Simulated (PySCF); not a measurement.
## Converging Br₂ in the basis (PBE0)

PySCF, UKS reference; singlet, unpaired electrons none; De to Br + Br without counterpoise correction.

```tsv
basis	relativity	functions	Re (Å)	ωe (cm⁻¹)	De (eV)
cc-pVTZ-PP	scalar-relativistic core potentials	78	2.281	337	2.24
def2-TZVPP	no relativity	96	2.281	336	2.26
def2-TZVPPD	no relativity	114	2.278	338	2.28
```

Task: How does each smaller set differ from the one with most functions, def2-TZVPPD?

Result: cc-pVTZ-PP: +0.3 pm, -0.3 % in ωe, -0.04 eV in De; def2-TZVPP: +0.3 pm, -0.6 % in ωe, -0.02 eV in De. All at PBE0; the set with most functions is neither the basis-set limit nor always the best. The rows treat relativity differently, so the differences are not basis effects alone.

Measured (Huber and Herzberg, Constants of Diatomic Molecules (1979)): Re = 2.28105 Å, ωe = 325.321 cm⁻¹.
